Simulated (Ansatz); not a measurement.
```yaml
atoms:
  - { symbol: C, position_ang: [-0.0098, 0.0021, -0.6679] }
  - { symbol: C, position_ang: [-0.0008, -0.0014, 0.6780] }
  - { symbol: C, position_ang: [-0.0043, 1.2330, -1.5221] }
  - { symbol: C, position_ang: [0.0080, -1.2247, 1.5331] }
  - { symbol: H, position_ang: [-0.0093, -0.9580, -1.1956] }
  - { symbol: H, position_ang: [0.0057, 0.9540, 1.1899] }
  - { symbol: H, position_ang: [-0.0031, 2.1548, -0.9207] }
  - { symbol: H, position_ang: [0.8778, 1.2494, -2.1799] }
  - { symbol: H, position_ang: [-0.8772, 1.2448, -2.1926] }
  - { symbol: H, position_ang: [0.0074, -2.1397, 0.9223] }
  - { symbol: H, position_ang: [0.8922, -1.2513, 2.1841] }
  - { symbol: H, position_ang: [-0.8888, -1.2561, 2.1949] }
```

Basis set: STO-3G (spherical functions). Frozen core: 4 orbitals. Charge 0, multiplicity 1.

Computed with Ansatz (development build ahead of 0.2.0); each method stands on the lowest determinant of its kind that the runs found. Restricted open shells among the atoms or ions are ROHF, correlated in semicanonical orbitals with singles.

Q: Give the atomization energy at this shape (free ground-state atoms in the same class of orbitals less the molecule, no zero-point energy) of singlet C4H8 by RHF-MP2, RHF.

A:

```tsv
method	atomization energy
RHF-MP2	1193.80 kcal/mol
RHF	1076.66 kcal/mol
```

This basis has no polarisation functions and is too small for such energies, which can lie far from measured ones in either direction.
